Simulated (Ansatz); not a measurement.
Two structures, one formula

The two ends of one reaction step of SiH$_{3}$SF$_{3}$, closed shell (PBE0-D4/def2-TZVP).

A:

```
8
angstrom
Si -0.9268 -0.6340 -0.3695
S 0.2699 -0.1912 1.3278
F -0.1078 -0.4058 -1.6996
F -2.1221 0.3951 -0.3163
H -1.4454 -2.0086 -0.3834
H 1.3315 1.6112 0.4315
F 1.7872 2.3183 0.0322
H 1.2134 -1.0849 0.9774
```

B:

Si1  (-0.649, -0.026, -1.132)
S2  (0.855, -0.593, 2.084)
F3  (-1.309, 0.220, -2.543)
F4  (-1.127, 1.141, -0.188)
H5  (-1.041, -1.337, -0.626)
H6  (0.411, 0.656, 2.294)
F7  (0.911, 0.094, -1.325)
H8  (1.947, -0.156, 1.437)
(Å)

Computed with Ansatz 0.2.0 (basis: def2-TZVPP); correlated methods freeze the cores. B3LYP uses VWN-RPA correlation.

Q: Which structure is lower at CCSD(T), and by how much? (An estimate is asked for; the value comes from the calculation.)

A: The calculation gives: B, by 97.1 kJ/mol (electronic energy, against the other). By their contacts, A is a complex of SiH₂SF₂ ([F][SiH]([F])[SH]) + HF and B is a complex of SiHF₃ ([F][SiH]([F])[F]) + H₂S.

All methods give the same order:

| method | E(B) − E(A) (kJ/mol) |
| --- | --- |
| SPW92 | -77.2 |
| PBE-D4 | -75.5 |
| BLYP-D4 | -89.2 |
| r2SCAN-D4 | -92.1 |
| B97M-V | -97.8 |
| PBE0-D4 | -81.3 |
| B3LYP-D4 | -93.7 |
| r2SCAN0-D4 | -93.5 |
| BHLYP-D4 | -102.1 |
| CAM-B3LYP-D4 | -100.0 |
| wB97X-V | -93.8 |
| wB97M-V | -94.9 |
| B2PLYP | -96.5 |
| PBE-QIDH | -88.6 |
| RPA on PBE | -100.5 |
| HF | -117.8 |
| MP2 | -92.8 |
| CCSD | -101.2 |
| CCSD(T) | -97.1 |

No T1 diagnostic of these runs exceeds 0.012.

Labels in which every atom is bracketed show which atoms are joined, not bond orders.

For scale, one of the runs: CCSD(T)/def2-TZVPP, 219 basis functions, launched by `ansatz run in.yaml --threads 4 --pin off --events-out ev --progress --plain --max-ram 9574MiB`. Hardware: 4 CPU threads of an Arm Neoverse V2, shared host. Wall time 78 s; peak host memory 3.4 GiB.
